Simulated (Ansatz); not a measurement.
System: C₂H₅Ge, charge 0, doublet. C2H5Ge (SMILES [CH]=[CH][GeH3], doublet).
B3LYP-D3(BJ)/def2-TZVP minimum from Ansatz (a first-principles code):
```
C
C 1 1.2979
H 2 1.0800 1 137.77
H 1 1.0890 2 121.56 3 180.00
Ge 1 1.9737 4 116.55 2 180.00
H 5 1.5364 1 108.50 4 180.00
H 5 1.5403 6 110.02 1 -120.09
H 5 1.5403 6 110.02 7 -119.83
```
Charge 0, spin multiplicity 2.

Atomisation energy term by term, kcal/mol (programs: Ansatz). Radicals and triplets start from unrestricted determinants; spin-orbit coupling is neglected. Correlated methods leave the cores frozen (noble-gas shells, and filled d and f shells in the p block). No relativity. CBS(X,Y): correlation extrapolated as X^-3, Hartree-Fock from the larger set. A bracket is a step between two methods taken in the basis named. For partners of very few electrons the exact lower level stands in for a higher one. The UHF reference of C2H5Ge ([CH]=[CH][GeH3], doublet) is spin-contaminated (<S^2> up to 0.17 over the pure value in the sets run).

```
term                               basis  kcal/mol
------------------  --------------------  --------
Hartree-Fock                     cc-pVQZ    467.69
CCSD correlation    CBS(cc-pVTZ,cc-pVQZ)    148.43
(T)                 CBS(cc-pVTZ,cc-pVQZ)      9.36
CCSDT(Q) - CCSD(T)               cc-pVDZ      0.99
sum: De                                      626.5
```
